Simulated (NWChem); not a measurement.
System: GeH2F2; SMILES [F][GeH2][F]

Here is an NWChem input.

```
start job
memory heap 200 mb stack 900 mb global 1100 mb
geometry units angstroms noautosym nocenter noautoz
  Ge     0.000000     0.000000    -0.298583
  F     -1.372145     0.000000     0.753147
  F      1.372145     0.000000     0.753147
  H      0.000000     1.318576    -1.072511
  H      0.000000    -1.318576    -1.072511
end
basis spherical
  * library 6-31g*
end
dft
  xc pbe0
  iterations 150
end
property
  efieldgrad
end
task dft property
```

Structure relaxed at the PBE0/def2-SVP level.

Vzz is the largest principal value of the second derivative of the potential at the nucleus (NWChem prints the opposite sign); η is the asymmetry. Non-relativistic.

Atoms are numbered as in the input.

Question: What results follow from this input? (PBE0/6-31G* (spherical d).) Quantities: Vzz Ge1 (a.u.); η Ge1.

Answer: Vzz Ge1 (a.u.): -1.548
η Ge1: 0.64
